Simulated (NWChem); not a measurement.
Atomisation of H$_{3}$O$_{4}$Si

```xyz
8

O     -1.1921     0.8432     0.8621
Si    -0.0269     0.0144    -0.0080
O     -0.7803    -1.1173    -0.9323
O      0.8942     0.9152    -1.0314
O      0.9414    -0.5778     1.1956
H     -0.4669    -1.1996    -1.8414
H      1.4166     1.6331    -0.6553
H      0.5214    -1.1422     1.8569
```
Charge 0, spin multiplicity 2.

Program: NWChem. All single points use one geometry, from UB3LYP/def2-SVP, a minimum by its harmonic frequencies. It is one conformer; others weren't searched.

Basis set: def2-TZVP. The atomisation energy is electronic alone: no zero-point, thermal, spin-orbit or counterpoise terms. No value is extrapolated to the basis-set limit. Free atoms are single determinants with multiplicities O 3, Si 3, H 2. Correlated methods freeze the same cores in atoms and molecule, 9 orbitals in all.

Relative cost: rough, from shared machines, SCF included, BP86 = 1. Costs are the molecule's.

B3LYP has NWChem's definition, with VWN1-RPA local correlation. The structure started from a generated list of species. The stability of the SCF solutions was not checked. Open-shell Hartree-Fock references start from PBE0 orbitals; any time given for them includes that run.

```csv
method,atomisation energy (kcal/mol),relative cost
BP86,784.9,1
PBE,779.0,under 3
BLYP,762.6,under 3
B3LYP,?,under 3
r2SCAN,771.0,under 3
PBE0,?,under 3
HF,?,10
MP2,764.9,10
```

Problem. What belongs in the gaps?

Solution. 
- B3LYP, atomisation energy (kcal/mol): 755.9
- PBE0, atomisation energy (kcal/mol): 752.4
- HF, atomisation energy (kcal/mol): 524.9
